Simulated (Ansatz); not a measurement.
Input and output for W(NH)2Cl2 (WN₂Cl₂H₂).

```yaml
crystal:
  periodic: [false, false, false]
  atoms:
    - {symbol: W, position_ang: [-0.403876, 0.006368, -0.283823]}
    - {symbol: N, position_ang: [-0.401321, -0.015503, 1.472662]}
    - {symbol: H, position_ang: [0.040606, -0.029966, 2.397230]}
    - {symbol: N, position_ang: [1.249856, 0.002379, -0.876117]}
    - {symbol: H, position_ang: [2.269553, -0.005765, -0.773769]}
    - {symbol: Cl, position_ang: [-1.364369, 1.994201, -0.943735]}
    - {symbol: Cl, position_ang: [-1.390449, -1.951714, -0.992459]}
basis:
  gaussian: {orbitals: def2-SVPD}
hamiltonian: {xc: {name: wB97X}, pseudopotentials: {relativity: none}}
scf: {lower_state_search: off}
output: {forces: true}
```

```sh
$ ansatz run in.yaml --threads 4 --pin off --events-out ev --progress --plain --max-ram 3916MiB
```

It prints (some lines left out):

```
Functional definition: wB97X
1356 factors; integrals over basis functions are off by at most 1.2e-3 eV
426 factors; integrals over basis functions are off by at most 2.1e-5 eV
mean field evaluation 1: about -29864.1132 eV, gradient 8.0e1 eV
mean field evaluation 2: about -29808.6241 eV, gradient 1.9e2 eV
mean field evaluation 4: about -29877.2001 eV, gradient 4.3e0 eV
mean field evaluation 8: about -29877.3180 eV, gradient 1.7e-1 eV
mean field evaluation 16: about -29877.3181 eV, gradient 3.7e-4 eV
mean field -29877.31805820 eV, -1097.9711870653 hartree, gradient 8.4e-6 eV, S^2 0.000000; 0 other end points of the search recorded, 0 dependent functions left out
reference -29877.31801088 eV, -1097.9711853262 hartree; 32, 32 occupied and 113, 113 virtual orbitals, 1356 factors
Total energy: -29877.31801088 eV, -1097.9711853262 hartree
Atom 0 at    -0.403876     0.006368    -0.283823 Å, force     1.358347    -0.023430     0.954791 eV/Å
Atom 1 at    -0.401321    -0.015503     1.472662 Å, force     0.188610     0.010577    -0.898812 eV/Å
Atom 2 at     0.040606    -0.029966     2.397230 Å, force    -0.199021     0.007150    -0.475981 eV/Å
Atom 3 at     1.249856     0.002379    -0.876117 Å, force    -0.782004     0.000659     0.481303 eV/Å
Atom 4 at     2.269553    -0.005765    -0.773769 Å, force    -0.515271     0.003624    -0.025705 eV/Å
Atom 5 at    -1.364369     1.994201    -0.943735 Å, force    -0.025553    -0.066604    -0.018681 eV/Å
Atom 6 at    -1.390449    -1.951714    -0.992459 Å, force    -0.025108     0.068024    -0.016915 eV/Å
Dipole moment:     0.503858    -0.007669     0.353968 e Å
Checks for a lower state left out: stability, starts, cluster_reference, orbital_swaps, neighbouring_geometries, increment
```

Run time 4.5 s (4 threads of Arm Neoverse V2 on a shared host).

In the def2 sets W takes a core potential; there is no spin–orbit coupling.
